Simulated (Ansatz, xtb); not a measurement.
Ligand exchange: C2H6 + GaH(CH3)(NH2) → CH5N + GaH(CH3)2

Gas-phase species: C2H6 (ethane) `CC`, singlet; GaH(CH3)(NH2), singlet; CH5N `CN`, singlet; GaH(CH3)2, singlet. The partners trade CH3 for NH2: C–CH3 and Ga–NH2 bonds give way to C–NH2 and Ga–CH3.

Shapes, held fixed at every level: PBE0-D4/def2-TZVP. Programs: Ansatz 0.2.0, xtb 6.7.1. Electronic energies: no zero-point or thermal term.

```
               level                   kind  ΔE (kJ/mol)  less CCSD(T)/def2-TZVPP
            GFN1-xTB         semi-empirical        +84.7                    -20.5
         HF/def2-SVP           Hartree–Fock       +103.5                     -1.7
r2SCAN-D4/def2-TZVPP               meta-GGA       +105.9                     +0.7
 B3LYP-D4/def2-TZVPP          global hybrid       +103.5                     -1.7
  PBE0-D4/def2-TZVPP          global hybrid        +99.9                     -5.3
        MP2/def2-SVP    perturbation theory       +115.3                    +10.1
       CCSD/def2-SVP  coupled cluster or CI       +111.5                     +6.3
  CCSD(T)/def2-TZVPP  coupled cluster or CI       +105.2                      0.0
```

The highest level, CCSD(T)/def2-TZVPP, gives ΔE = +105.2 kJ/mol; the levels span +84.7 to +115.3. The column of differences is taken from that level and isn't an error. No measured value is set beside it here. Relativity is left out for Ga. Outer-core shells of Ga are correlated, in sets that cover them unevenly.
